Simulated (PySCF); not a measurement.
Working out the ionisation energy of Br²⁺

Br²⁺ [Ar] 3d10 4s2 4p3 (4S) → Br³⁺ [Ar] 3d10 4s2 4p2 (3P). Calculation: PySCF 2.14, in aug-cc-pVQZ-PP with ECP10MDF (7s6p5d3f2g, 89 functions); a scalar-relativistic core potential. Frozen: 3s2 3p6 3d10. Energies in hartree (1 hartree = 27.21139 eV):

```csv
part,Br²⁺ (lower),Br³⁺ (upper)
UHF,-414.356263,-413.083508
MP2 opposite-spin,-0.063933,-0.054479
MP2 same-spin,-0.021880,-0.010226
```

What does Hartree-Fock give?

(-413.083508) − (-414.356263) = 1.272755 hartree = 34.633 eV.

What do MP2 and SCS-MP2 (6/5 opposite-spin, 1/3 same-spin) give?

The opposite-spin parts differ by 0.257 eV and the same-spin parts by 0.317 eV. MP2: 34.633 + (0.257) + (0.317) = 35.207 eV. SCS-MP2: 34.633 + 1.2 × (0.257) + (0.317)/3 = 35.047 eV.

Reference: 34.871 ± 0.019 eV (measured; NIST Atomic Spectra Database, ionization energies), between the lowest levels; spin-orbit coupling is absent from the calculation.

What remains against the reference includes basis incompleteness, the frozen core and correlation beyond second order.
